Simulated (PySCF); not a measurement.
**Excitation energy of Mn²⁺ by level of theory**

Mn²⁺ [Ar] 3d5 (6S) → Mn²⁺ [Ar] 3d4 4p1 (high-spin determinant), as a difference of total energies. All numbers are calculated (PySCF 2.14, the spin-free X2C one-electron Hamiltonian (Gaussian nucleus), in x2c-QZVPPall with one added diffuse shell each of s, p, d, f, g type (12s8p6d5f3g, 128 functions)). Correlated levels: valence: [Ar] frozen; valence and next inner shell: [Ne] frozen. The calculations carry no spin-orbit coupling.

```json
{"method": "UHF", "excitation energy (cm⁻¹)": "104880"}
{"method": "LDA", "excitation energy (cm⁻¹)": "109660"}
{"method": "PBE", "excitation energy (cm⁻¹)": "107260"}
{"method": "PBE0", "excitation energy (cm⁻¹)": "108220"}
{"method": "r2SCAN", "excitation energy (cm⁻¹)": "108130"}
{"method": "BLYP", "excitation energy (cm⁻¹)": "106000"}
{"method": "r2SCANh", "excitation energy (cm⁻¹)": "108400"}
{"method": "B2PLYP", "excitation energy (cm⁻¹)": "108160"}
{"method": "MP2 (valence)", "excitation energy (cm⁻¹)": "109840"}
{"method": "SCS-MP2 (valence)", "excitation energy (cm⁻¹)": "106540"}
{"method": "MP2 (valence and next inner shell)", "excitation energy (cm⁻¹)": "112460"}
{"method": "SCS-MP2 (valence and next inner shell)", "excitation energy (cm⁻¹)": "109330"}
```

A first-order spin-orbit estimate (lowest level to lowest level, LS coupling) adds -0.112 eV.

The determinant of the upper state mixes LS terms, which raises its energy above the lowest term, most at the Hartree-Fock and MP2 levels.
